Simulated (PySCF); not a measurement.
Correlation energy of Mg (magnesium, neutral)

[Ne] 3p2, high-spin 3P determinant (an excited configuration). All numbers are calculated (PySCF 2.14, the spin-free X2C one-electron Hamiltonian (Gaussian nucleus), in x2c-QZVPPall with one added diffuse shell each of s, p, d, f type (10s7p6d3f, 82 functions)). Frozen: 1s2; 10 electrons correlated.

MP2 pair energies summed by pair of shells (mhartree):

```csv
pair,energy,share (%)
2p-2p,-181.13,69.2
2s-2p,-57.50,22.0
2s-2s,-9.56,3.7
2p-3p,-7.67,2.9
3p-3p,-4.90,1.9
2s-3p,-0.89,0.3
```

Total MP2 correlation energy: -261.65 mhartree.

Same-spin part -72.85 and opposite-spin part -188.79 mhartree; SCS-MP2 scales them by 1/3 and 6/5 to -250.84 mhartree.

This basis was not built for core-valence correlation, so the inner-shell part is incomplete.
